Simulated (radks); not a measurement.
Numerical settings for neutral beryllium, [He] 2s2. Calculated with a radial shooting solver on a logarithmic mesh with Libxc functionals: scalar-relativistic Kohn-Sham, PBE, spin-unpolarised, spherical densities, finite nucleus; Fermi nuclear charge, rms radius 2.519 fm. The defaults (mesh step 0.008 in ln r, mesh end at 40 bohr or more with all orbitals vanishing there, Anderson mixing 0.5 over 9 steps, residual threshold near 1e-9 with the energy settled to 1e-9 hartree or 1e-11 of itself, here a cap of 57 iterations) give E = -14.6329 hartree and 2s at -5.610 eV in 13 iterations. Run on one thread of a shared host, so times are rough (Arm Neoverse V2): 0.03 s of CPU time, 0.03 s wall, 13 iterations on 2208 mesh points. Changes against that run (0 stands for a change within the tolerance of the run):

| setting | iterations | converged | E (mhartree) | e(2s) (meV) | CPU (s) |
|---|---|---|---|---|---|
| mesh step in ln r 0.003 | 19 | yes | 0 | 0 | 0.08 |
| mesh step in ln r 0.2 | 57 | no | -1.08e+05 | - | 0.04 |
| mesh step in ln r 0.005 | 13 | yes | 0 | 0 | 0.04 |
| mesh end (bohr) 20 | 13 | yes | 0 | 0 | 0.02 |
| mesh end (bohr) 3 | 13 | level above zero | +681 | +1.39e+04 | 0.02 |
| residual threshold 1e-16 | 57 | no | 0 | 0 | 0.08 |
| residual threshold 0.1 | 8 | yes | 0 | -0.0191 | 0.02 |
| mixing 0.05 | 17 | yes | 0 | 0 | 0.03 |
| linear mixing, mixing 0.8 | 15 | yes | 0 | 0 | 0.02 |
| linear mixing, mixing 0.5 | 30 | yes | 0 | 0 | 0.05 |
| mixing history 2 | 18 | yes | 0 | 0 | 0.03 |
| iteration cap 2 | 2 | no | +6.44 | -3.18e+03 | 0 |

Settled on a wrong energy, with an occupied level pushed above zero by the early mesh end: mesh end (bohr) 3 (+0.681 hartree). Apart from these: no run marked as converged misses the energy by more than 1 mhartree. A mesh that ends early acts as a hard wall.
